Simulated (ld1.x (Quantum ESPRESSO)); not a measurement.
Which change was made? (Ru, RRKJ)

ld1.x (Quantum ESPRESSO) 7.5 input, shortened:

```
&input
   title='Ru', zed=44., rel=1, dft='PBE', iswitch=3,
   config='[Kr] 4d7 5s1 5p0'
 /
 &inputp
   pseudotype=2, tm=.false., rho0=0.001, lloc=2,
   nlcc=.false.
 /
3
4S  1  0   2.00   0.00  1.65  1.65  0.0
4P  2  1   6.00   0.00  1.75  1.75  0.0
4D  3  2   7.00   0.00  1.35  1.35  0.0
 &test
   configts(1)='4s2 4p6 4d7 5s1 5p0'
 /
```

Occupied shells without a wave of their own: 5s. They enter only through the test configuration that unscreens the potential.

Cutoffs, loose and tight: the cutoffs (Ry, on a coarse ladder) from which the occupation-weighted sum of valence levels, in a spherical-Bessel basis at the reference potential, stays within 10 and 1 mRy of its value at 400 Ry. They do not see the model core or the augmentation charge, which bear on the density cutoff. Test errors are all-electron minus pseudo excitation energies from the reference, over the configurations 4s2 4p6 4d7 5s0 5p0; 4s2 4p6 4d6 5s0 5p0; 4s2 4p6 4d5 5s0 5p0; 4s1 4p6 4d7 5s1 5p0; 4s2 4p6 4d7 5s0 5p1; 4s2 4p6 4d4 5s0 5p0; 4s2 4p6 4d6 5s1 5p1; variants that change the core or the reference have their own tests.

The base gives: outcome: generated; cutoff, loose: 60 Ry; cutoff, tight: 70 Ry; bound ghosts: none; largest test error (meV): +182.

On the changes marked as counting shells twice: ld1.x takes every shell without a wave as core, so the model core holds the marked electrons as well and exchange and correlation see them twice. This cancels in the reference configuration, but the file is broken for other ones, and its errors say nothing about a proper core correction.

Question: After one change the result is: outcome: generated; cutoff, loose: 60 Ry; cutoff, tight: 70 Ry; bound ghosts: none; largest test error (meV): +335. Which change was it?
A. local potential all-electron potential smoothed inside 1.75 bohr (lloc = -2)
B. wave 4d (bound): rc 1.35 bohr becomes 4d (bound): rc 0.86 bohr
C. core correction a·sin(br)/r model core inside 0.66 bohr (5s counted twice)
D. reference 4s2 4p6 4d6 5s2 5p0

Answer: D. The others give: core correction a·sin(br)/r model core inside 0.66 bohr (5s counted twice) → outcome: generated; cutoff, loose: 60 Ry; cutoff, tight: 70 Ry; bound ghosts: none; largest test error (meV): -274 | wave 4d (bound): rc 1.35 bohr becomes 4d (bound): rc 0.86 bohr → outcome: generated; cutoff, loose: 300 Ry; cutoff, tight: over 300 Ry; bound ghosts: s; largest test error (meV): +72 | local potential all-electron potential smoothed inside 1.75 bohr (lloc = -2) → outcome: generated, misses its reference levels by 0.27 eV; cutoff, loose: 70 Ry; cutoff, tight: 100 Ry; bound ghosts: none; largest test error (meV): -1198.
